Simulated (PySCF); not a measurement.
C3H7NOSi, SMILES C(N[SiH2]O)C#C. Heavy atoms are numbered as in [CH:1]#[C:2][CH2:3][NH:4][SiH2:5][OH:6]. Hydrogens are named by the atom that carries them.

Geometry: PBE0-D3(BJ)/def2-SVP. The structure was generated by enumeration, and PubChem lists no compound with its InChIKey, so it may never have been made. The values are those of a single conformer.

The numbers are results of PBE/def2-TZVP in PySCF, not measurements.

Atomic charges (e), one atom of each kind:

```csv
atom,Löwdin,IAO
C1 (CH),-0.12,-0.26
C2,-0.12,-0.04
C3 (CH2),-0.32,-0.17
N4 (NH),-0.08,-0.66
Si5 (SiH2),0.06,1.04
O6 (OH),-0.12,-0.79
H on C1,0.13,0.20
H on C3,0.16,0.17
H on N4,0.17,0.26
H on Si5,-0.03,-0.13
H on O6,0.17,0.36
```

### Question
Give the Mayer and Wiberg (Löwdin basis) orders of the bonds. (The exact figures need the calculation; the answer reports its results.)

### Answer

| bond | Mayer | Wiberg |
|---|---|---|
| C1–C2 | 2.76 | 2.96 |
| C2–C3 | 1.01 | 1.30 |
| C3–N4 | 1.05 | 1.39 |
| N4–Si5 | 1.17 | 1.40 |
| Si5–O6 | 1.24 | 1.71 |
